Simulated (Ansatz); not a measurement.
Ideal-gas functions of CH₂BrN, SMILES `N=CBr` at 400 K and 1 bar, from an Ansatz frequency run at PBE0-D4/def2-TZVP.

Molar mass 107.94 g/mol, point group Cs (symmetry number 1), electronic degeneracy 1, moments of inertia 7.303, 121.52, 128.824 u Å². Harmonic wavenumbers (cm⁻¹, unscaled): 392, 641, 733, 1051, 1124, 1336, 1715, 3119, 3489.

Use S(trans) = R[1.5 ln M + 2.5 ln T − 1.1517]; rotational temperatures θ = 24.2544 K / I; S(rot) = R[ln(√π/σ · √(T³/θAθBθC)) + 1.5]; for each mode x = 1.438777 ν̃/T, S = R[x/(eˣ − 1) − ln(1 − e⁻ˣ)] and H = RT x/(eˣ − 1); 1 cm⁻¹ = 0.0119627 kJ/mol; R = 8.31446 J/(mol·K).

Question: By hand: the entropy, in J/(mol·K).

Answer: Translation 173.4. Rotation: θ = 3.3212, 0.1996, 0.1883 K, giving 100.6. Vibration, mode by mode: 6.11, 3.00, 2.31, 0.93, 0.75, 0.40, 0.13, 0.00, 0.00, in all 13.6. Electronic 0.0. Sum 287.6 J/(mol·K).

Question: By hand: H − E and G − E in kJ/mol, counted from the electronic energy.

Answer: Zero-point energy ½ × 13600 × 0.0119627 = 81.3; thermal vibration 3.7; translation, rotation and pV give 4 RT = 13.3. H − E = 98.3 kJ/mol, and G − E = 98.3 − 400 × 287.6/1000 = -16.7 kJ/mol.

Vibration gives 5 % of the entropy. The sum counts one conformer and one mirror image; others add a mixing term.
